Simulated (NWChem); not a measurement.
System: C$_{3}$H$_{3}$Cl; SMILES C(=C)=CCl

Here is an NWChem input.

```
start job
memory heap 200 mb stack 900 mb global 1100 mb
geometry units angstroms noautosym nocenter noautoz
  C      0.367344     2.310989     0.000000
  C     -0.162755     1.116334     0.000000
  C     -0.711296    -0.070776     0.000000
  Cl     0.205293    -1.544373     0.000000
  H      0.598269     2.831072    -0.936595
  H      0.598269     2.831072     0.936595
  H     -1.794637    -0.220294     0.000000
end
basis spherical
  * library 6-31g*
end
dft
  xc hfexch
  iterations 150
  mulliken
end
task dft energy
esp
  recalculate
  probe 0.07
  range 0.3
  factor 1.0
  spacing 0.02
end
task esp
```

Parts of the log:

```
             Northwest Computational Chemistry Package (NWChem) 7.3.0
             --------------------------------------------------------

                             Geometry "geometry" -> ""
                             -------------------------

 Output coordinates in angstroms (scale by  1.889725989 to convert to a.u.)

  No.       Tag          Charge          X              Y              Z
 ---- ---------------- ---------- -------------- -------------- --------------
    1 C                    6.0000     0.36734400     2.31098900     0.00000000
    2 C                    6.0000    -0.16275500     1.11633400     0.00000000
    3 C                    6.0000    -0.71129600    -0.07077600     0.00000000
    4 Cl                  17.0000     0.20529300    -1.54437300     0.00000000
    5 H                    1.0000     0.59826900     2.83107200    -0.93659500
    6 H                    1.0000     0.59826900     2.83107200     0.93659500
    7 H                    1.0000    -1.79463700    -0.22029400     0.00000000

 Effective nuclear repulsion energy (a.u.)     126.0180037362

  xc_inp: hfexch multiplicative factor not found.

                                 NWChem DFT Module
                                 -----------------

 Summary of "ao basis" -> "ao basis" (spherical)
 ------------------------------------------------------------------------------
       Tag                 Description            Shells   Functions and Types
 ---------------- ------------------------------  ------  ---------------------
 C                           6-31g*                  6       14   3s2p1d
 Cl                          6-31g*                  8       18   4s3p1d
 H                           6-31g*                  2        2   2s

            General Information
            -------------------
          SCF calculation type: DFT
          Wavefunction type:  closed shell.
          No. of atoms     :     7
          No. of electrons :    38
           Alpha electrons :    19
            Beta electrons :    19
          Charge           :     0
          Spin multiplicity:     1
          Use of symmetry is: off; symmetry adaption is: off
          Maximum number of iterations: 150
          AO basis - number of functions:    66
                     number of shells:    32
          Convergence on energy requested:  1.00D-06
          Convergence on density requested:  1.00D-05
          Convergence on gradient requested:  5.00D-04

              XC Information
              --------------
                     Hartree-Fock (Exact) Exchange  1.000

      Superposition of Atomic Density Guess
      -------------------------------------

 Sum of atomic energies:        -573.92604278

      Non-variational initial energy
      ------------------------------

 Total energy =    -575.817533
 1-e energy   =   -1037.998920
 2-e energy   =     336.163383
 HOMO         =      -0.256851
 LUMO         =      -0.002118

     ---------------------------------------------
      Total Density - Mulliken Population Analysis
     ---------------------------------------------

    Atom       Charge   Shell Charges
 -----------   ------   -------------------------------------------------------
    1 C    6     6.56   2.00  0.73  1.95  0.64  1.21  0.03
    2 C    6     5.80   2.00  0.75  1.86  0.47  0.68  0.03
    3 C    6     6.25   2.00  0.69  1.75  0.62  1.15  0.04
    4 Cl  17    17.13   2.00  2.00  5.98  1.38  3.61  0.53  1.60  0.02
    5 H    1     0.76   0.45  0.30
    6 H    1     0.76   0.45  0.30
    7 H    1     0.75   0.45  0.29

[...]

                     NWChem Electrostatic Potential Fit Module
                     -----------------------------------------

 Atom parameters

 Number of atoms is                                    7
 Number of basis functions is                         66

 Grid parameters

 Maximum number of grid points is                  33270
 Number of grid points is                          33269
 Grid range                                     0.300000 nm
 Grid spacing                                   0.020000 nm
 Probe radius                                   0.070000 nm
 Atom radius factor                             1.000000

 Atomic radii

    1    0.100000
    6    0.147000
   17    0.169000
 FASTESP  F
  using M.O. file = ./job.movecs

    Atom              Coordinates                           Charge

                                                  ESP

    1 C     0.036734    0.231099    0.000000   -0.380662
    2 C    -0.016276    0.111633    0.000000    0.090467
    3 C    -0.071130   -0.007078    0.000000   -0.106363
    4 Cl    0.020529   -0.154437    0.000000   -0.120181
    5 H     0.059827    0.283107   -0.093660    0.184654
    6 H     0.059827    0.283107    0.093660    0.184265
    7 H    -0.179464   -0.022029    0.000000    0.147821
                                            ------------
                                                0.000000

 Dipole moment                                  0.852828

 Quadrupole moment Qxx                          4.278311
                   Qyy                         -6.586695
                   Qzz                          2.308385

 RMS deviation kJ/mol                           0.083586

 RRMS %                                        42.767800
```

Level: Hartree-Fock/6-31G* (spherical d). Structure relaxed at the PBE0/def2-SVP level.
